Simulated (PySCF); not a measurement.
Species: C5H4ClO (charge +1).
InChI=1S/C5H4ClO/c6-5-1-3-7-4-2-5/h1-4H/q+1

Level: CAM-B3LYP/def2-SVPD in PySCF, non-relativistic, on one gas-phase PBE0-D3(BJ)/def2-SVP geometry that isn't relaxed in the solvent. The solvent is an IEF-PCM continuum (Bondi radii, 1.10 Å for H, scaled by 1.2), and excitations are vertical TDDFT with non-equilibrium linear response and a frozen core. Specific hydrogen bonds and non-electrostatic terms are outside this model.

Gas-phase singlets (H = HOMO, L = LUMO):

```
state  E (eV)  λ (nm)      f  leading configuration
   S1   5.233     237  0.000              H-2→L 97%
   S2   5.355     232  0.119              H-1→L 90%
   S3   5.382     230  0.232                H→L 94%
   S4   6.579     188  0.003              H-3→L 98%
   S5   6.735     184  0.098              H→L+1 92%
```

**Question.** How does the list change in cyclohexane (ε = 2.017)?

**Answer.** 
```tsv
state	E (eV)	λ (nm)	f	leading configuration	change by rank (eV)
S1	5.241	237	0.162	H-1→L 93%	+0.008
S2	5.340	232	0.301	H→L 95%	-0.015
S3	5.368	231	0.000	H-2→L 97%	-0.014
S4	6.570	189	0.003	H-3→L 98%	-0.009
S5	6.784	183	0.122	H→L+1 94%	+0.049
```

**Question.** How does the list change in dimethylsulfoxide (ε = 46.83)?

**Answer.** 
```csv
state,E (eV),λ (nm),f,leading configuration,change by rank (eV)
S1,5.188,239,0.171,H-1→L 94%,-0.045
S2,5.422,229,0.299,H→L 94%,+0.067
S3,5.568,223,0.000,H-2→L 97%,+0.186
S4,6.564,189,0.003,H-3→L 98%,-0.015
S5,6.922,179,0.130,H→L+1 94%,+0.187
```

**Question.** The ground-state energy changes by -2.402 eV from gas to dimethylsulfoxide. By how much does the total energy of gas-phase S2 change?

**Answer.** E(S2) = E(S0) + excitation energy, so it changes by -2.402 − 0.167 = -2.569 eV: it is lowered more than the ground state, which is what a red shift means. This is the vertical state, with the slow part of the continuum still set for S0.

**Question.** How do the frontier levels move from gas to dimethylsulfoxide?

**Answer.** 
| orbital | gas (eV) | solvent (eV) | change (eV) |
| --- | --- | --- | --- |
| LUMO+2 | -3.16 | 0.93 | +4.09 |
| LUMO+1 | -5.37 | -0.84 | +4.53 |
| LUMO | -6.96 | -2.50 | +4.46 |
| HOMO | -15.06 | -10.80 | +4.26 |
| HOMO-1 | -15.39 | -10.83 | +4.56 |
| HOMO-2 | -15.69 | -11.57 | +4.12 |
| HOMO-3 | -17.64 | -13.18 | +4.46 |

The HOMO–LUMO gap goes from 8.09 to 8.30 eV.
